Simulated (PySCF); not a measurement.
**Molecular orbitals of InGa⁺**

UHF at R = 3.435 Å; PySCF, scalar-relativistic core potentials, basis sets In cc-pVDZ-PP with ECP28, Ga cc-pVDZ-PP with ECP10. State: ²Σ⁺ (doublet), unpaired electrons σ ↑. Only the outer orbitals are listed, counted within each symmetry, core potentials removing the inner ones.

```csv
spin,orbital,occ.,ε (eV),on In (%),main shells (%)
α,2δ,1,-32.93,100,100 In d
α,2δ,1,-32.93,100,100 In d
α,4π,1,-32.81,100,100 In d
α,4π,1,-32.81,100,100 In d
α,6σ,1,-32.79,100,100 In d
α,7σ,1,-18.10,25,"74 Ga s, 22 In s"
α,8σ,1,-15.95,73,"72 In s, 22 Ga s"
α,9σ,1,-10.83,47,"51 Ga p, 43 In p"
α,5π,0,-4.40,56,"56 In p, 44 Ga p"
α,5π,0,-4.40,56,"56 In p, 44 Ga p"
α,6π,0,-3.12,44,"56 Ga p, 44 In p"
β,2δ,1,-32.93,100,100 In d
β,2δ,1,-32.93,100,100 In d
β,4π,1,-32.76,100,100 In d
β,4π,1,-32.76,100,100 In d
β,6σ,1,-32.70,100,100 In d
β,7σ,1,-16.92,25,"73 Ga s, 24 In s"
β,8σ,1,-14.93,74,"75 In s, 26 Ga s"
β,5π,0,-4.21,58,"57 In p, 42 Ga p"
β,5π,0,-4.21,58,"57 In p, 42 Ga p"
β,9σ,0,-3.84,56,"53 In p, 42 Ga p"
```

Which are the highest filled and the lowest empty level, where do they sit, and how wide is the gap?

Highest filled α 9σ at -10.83 eV (in %: 51 Ga p, 43 In p); lowest empty α 5π at -4.40 eV (in %: 56 In p, 44 Ga p); the gap at UHF is 6.43 eV.

```json
{"bond order (Mayer)": "0.51", "⟨S²⟩": "0.790", "charge on In (Mulliken, basis-dependent)": "0.55", "charge on In (Löwdin, basis-dependent)": "0.55", "dipole moment (positive dipole points towards Ga; it is taken about the centre of mass and depends on that origin)": "1.36 D", "polarisability along the bond": "190.7 bohr³", "polarisability across the bond": "55.1 bohr³"}
```

Spin–orbit coupling is left out. The state is the lowest determinant that a PBE0 search found; another state may lie lower at other levels.
